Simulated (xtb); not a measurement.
H4Al (SMILES [AlH4-]), charge -1, singlet, from a rough starting geometry (GFN-xTB shapes and energies of metal compounds can be far from the true ones); GFN2-xTB (xtb).

Input for xtb:
```
$ xtb mol.xyz --gfn 2 --chrg -1 --opt vtight --json

# file mol.xyz
5

Al    -0.00656088     0.00831322     0.05772249
H      1.18072427    -0.23933686     1.10932553
H     -1.25410534     0.90051979     0.68492730
H     -0.58454455    -1.38843133    -0.42754433
H      0.58324755     0.71656011    -1.35979301
```

Write the output that xtb gives for this input, abridged.


```
   ID    Z sym.   atoms
    1   13 Al     1
    2    1 H      2-5

           -------------------------------------------------
          |                Calculation Setup                |
           -------------------------------------------------

           -------------------------------------------------
          |                 G F N 2 - x T B                 |
           -------------------------------------------------

          ...................................................
          :                      SETUP                      :
          :.................................................:
          :  # basis functions                  14          :
          :  # atomic orbitals                  13          :
          :  # shells                            7          :
          :  # electrons                         8          :
          :  max. iterations                   250          :
          :  Hamiltonian                  GFN2-xTB          :
          :  restarted?                      false          :
          :  GBSA solvation                  false          :
          :  PC potential                    false          :
          :  electronic temp.          300.0000000     K    :
          :  accuracy                    1.0000000          :
          :  -> integral cutoff          0.2500000E+02      :
          :  -> integral neglect         0.1000000E-07      :
          :  -> SCF convergence          0.1000000E-05 Eh   :
          :  -> wf. convergence          0.1000000E-03 e    :
          :  Broyden damping             0.4000000          :
          :  net charge                         -1          :
          :  unpaired electrons                  0          :
          ...................................................

 iter      E             dE          RMSdq      gap      omega  full diag
   1     -3.2773711 -0.327737E+01  0.812E+00    7.54       0.0  T
   2     -3.3340119 -0.566408E-01  0.440E+00    6.63       1.0  T
   3     -3.3502291 -0.162172E-01  0.174E+00    6.28       1.0  T
   4     -3.3513909 -0.116183E-02  0.139E+00    6.76       1.0  T
   5     -3.3543252 -0.293429E-02  0.683E-01    6.51       1.0  T
   6     -3.3555914 -0.126617E-02  0.313E-01    6.63       1.0  T
   7     -3.3558891 -0.297680E-03  0.996E-02    6.59       1.0  T
   8     -3.3559097 -0.205823E-04  0.612E-02    6.59       1.0  T
   9     -3.3559215 -0.118034E-04  0.123E-02    6.58       3.6  T
  10     -3.3559218 -0.386996E-06  0.569E-03    6.58       7.9  T
  11     -3.3559220 -0.106313E-06  0.158E-04    6.58     282.8  T
  12     -3.3559220 -0.628533E-10  0.751E-05    6.58     595.2  T

   *** convergence criteria satisfied after 12 iterations ***

         :::::::::::::::::::::::::::::::::::::::::::::::::::::
         ::                     SUMMARY                     ::
         :::::::::::::::::::::::::::::::::::::::::::::::::::::
         :: total energy              -3.342062697743 Eh    ::
         :: gradient norm              0.017292995292 Eh/a0 ::
         :: HOMO-LUMO gap              6.580134863688 eV    ::
         ::.................................................::
         :: SCC energy                -3.355921856016 Eh    ::
         :: -> isotropic ES            0.141913438354 Eh    ::
         :: -> anisotropic ES          0.007228729560 Eh    ::
         :: -> anisotropic XC          0.001335117754 Eh    ::
         :: -> dispersion             -0.004438841835 Eh    ::
         :: repulsion energy           0.013859158273 Eh    ::
         :: add. restraining           0.000000000000 Eh    ::
         :: total charge              -1.000000000000 e     ::
         :::::::::::::::::::::::::::::::::::::::::::::::::::::

      -----------------------------------------------------------
     |                   =====================                   |
     |                        A N C O P T                        |
     |                   =====================                   |
     |               Approximate Normal Coordinate               |
     |                Rational Function Optimizer                |
      -----------------------------------------------------------
      -----------------------------------------------------------
     |                   =====================                   |
     |                        A N C O P T                        |
     |                   =====================                   |
     |               Approximate Normal Coordinate               |
     |                Rational Function Optimizer                |
      -----------------------------------------------------------

          ...................................................
          :                      SETUP                      :
          :.................................................:
          :   optimization level         verytight          :
          :   max. optcycles                   200          :
          :   ANC micro-cycles                  20          :
          :   degrees of freedom                 9          :
          :.................................................:
          :   RF solver                   davidson          :
          :   write xtbopt.log                true          :
          :   linear?                        false          :
          :   energy convergence         0.1000000E-06 Eh   :
          :   grad. convergence          0.2000000E-03 Eh/α :
          :   maxmium RF displ.          1.0000000          :
          :   Hlow (freq-cutoff)         0.1000000E-01      :
          :   Hmax (freq-cutoff)         5.0000000          :
          :   S6 in model hess.         20.0000000          :
          ...................................................

generating ANC from exact Hessian ...
Using Lindh-Hessian (1995)
 Shifting diagonal of input Hessian by    7.0363543845264496E-003
 Lowest  eigenvalues of input Hessian
[...]
 * total energy  :    -3.3420627 Eh     change       -0.1846745E-10 Eh
 * total energy  :    -3.3407967 Eh     change        0.1265955E-02 Eh
 * total energy  :    -3.3436086 Eh     change       -0.2811839E-02 Eh
 * total energy  :    -3.3435554 Eh     change        0.5319692E-04 Eh
 * total energy  :    -3.3436808 Eh     change       -0.1254085E-03 Eh
 * total energy  :    -3.3436734 Eh     change        0.7383956E-05 Eh
 * total energy  :    -3.3436965 Eh     change       -0.2310362E-04 Eh
 * total energy  :    -3.3436770 Eh     change        0.1952168E-04 Eh
 * total energy  :    -3.3436981 Eh     change       -0.2110303E-04 Eh
 * total energy  :    -3.3436981 Eh     change       -0.5200543E-07 Eh
   *** GEOMETRY OPTIMIZATION CONVERGED AFTER 10 ITERATIONS ***
[...]
          :  # shells                            7          :
          :  # electrons                         8          :
          :  max. iterations                   250          :
          :  Hamiltonian                  GFN2-xTB          :
          :  restarted?                      false          :
          :  GBSA solvation                  false          :
          :  PC potential                    false          :
          :  electronic temp.          300.0000000     K    :
          :  accuracy                    1.0000000          :
          :  -> integral cutoff          0.2500000E+02      :
          :  -> integral neglect         0.1000000E-07      :
          :  -> SCF convergence          0.1000000E-05 Eh   :
          :  -> wf. convergence          0.1000000E-03 e    :
          :  Broyden damping             0.4000000          :
          :  net charge                         -1          :
          :  unpaired electrons                  0          :
          ...................................................

 iter      E             dE          RMSdq      gap      omega  full diag
   1     -3.3577095 -0.335771E+01  0.176E-05    6.92       0.0  T
   2     -3.3577095 -0.843769E-14  0.114E-05    6.92    3940.0  T
   3     -3.3577095 -0.266454E-14  0.270E-06    6.92   16571.6  T

   *** convergence criteria satisfied after 3 iterations ***

         :::::::::::::::::::::::::::::::::::::::::::::::::::::
         ::                     SUMMARY                     ::
         :::::::::::::::::::::::::::::::::::::::::::::::::::::
         :: total energy              -3.343698146021 Eh    ::
         :: gradient norm              0.000178985587 Eh/a0 ::
         :: HOMO-LUMO gap              6.918213259108 eV    ::
         ::.................................................::
         :: SCC energy                -3.357709361763 Eh    ::
         :: -> isotropic ES            0.142217147576 Eh    ::
         :: -> anisotropic ES          0.007053701013 Eh    ::
         :: -> anisotropic XC          0.001192491255 Eh    ::
         :: -> dispersion             -0.004424195870 Eh    ::
         :: repulsion energy           0.014011215741 Eh    ::
         :: add. restraining           0.000000000000 Eh    ::
         :: total charge              -1.000000000000 e     ::
         :::::::::::::::::::::::::::::::::::::::::::::::::::::

           -------------------------------------------------
          |                Property Printout                |
           -------------------------------------------------

    * Orbital Energies and Occupations

         #    Occupation            Energy/Eh            Energy/eV
      -------------------------------------------------------------
         1        2.0000           -0.2906958              -7.9102
         2        2.0000           -0.1954092              -5.3174
         3        2.0000           -0.1953536              -5.3158
         4        2.0000           -0.1953215              -5.3150 (HOMO)
         5                          0.0589182               1.6032 (LUMO)
         6                          0.0589627               1.6045
         7                          0.0590815               1.6077
         8                          0.1058637               2.8807
         9                          0.1058712               2.8809
        10                          0.3820565              10.3963
        11                          1.0300946              28.0303
        12                          1.0305101              28.0416
        13                          1.0307650              28.0485
      -------------------------------------------------------------
                  HL-Gap            0.2542397 Eh            6.9182 eV
             Fermi-level           -0.0682017 Eh           -1.8559 eV

     #   Z          covCN         q      C6AA      α(0)
     1  13 Al       3.418     0.321    94.419    19.801
     2   1 H        0.855    -0.330    28.818     8.411
     3   1 H        0.855    -0.330    28.829     8.413
     4   1 H        0.855    -0.330    28.764     8.403
     5   1 H        0.854    -0.331    28.868     8.418

 Mol. C6AA /au·bohr⁶  :        956.463761
 Mol. C8AA /au·bohr⁸  :      28270.036935
 Mol. α(0) /au        :         53.445525

Wiberg/Mayer (AO) data.
largest (>0.10) Wiberg bond orders for each atom

 ---------------------------------------------------------------------------
     #   Z sym  total        # sym  WBO       # sym  WBO       # sym  WBO
 ---------------------------------------------------------------------------
     1  13 Al   3.316 --     4 H    0.829     2 H    0.829     3 H    0.829
                             5 H    0.829
     2   1 H    0.891 --     1 Al   0.829
     3   1 H    0.891 --     1 Al   0.829
     4   1 H    0.891 --     1 Al   0.829
     5   1 H    0.891 --     1 Al   0.829
 ---------------------------------------------------------------------------

Topologies differ in total number of bonds
Writing topology from bond orders to xtbtopo.mol

molecular dipole:
                 x           y           z       tot (Debye)
 q only:        0.030      -0.001      -0.024
   full:        0.030      -0.001      -0.024       0.097
molecular quadrupole (traceless):
                xx          xy          yy          xz          yz          zz
 q only:        0.003       0.001       0.001       0.002      -0.002      -0.004
  q+dip:        0.001       0.001       0.002       0.003      -0.000      -0.003
   full:        0.005       0.001       0.000       0.002      -0.004      -0.005

optimized geometry written to: xtbopt.xyz

           -------------------------------------------------
          | TOTAL ENERGY               -3.343698146021 Eh   |
          | GRADIENT NORM               0.000178985587 Eh/α |
          | HOMO-LUMO GAP               6.918213259108 eV   |
           -------------------------------------------------

normal termination of xtb
```
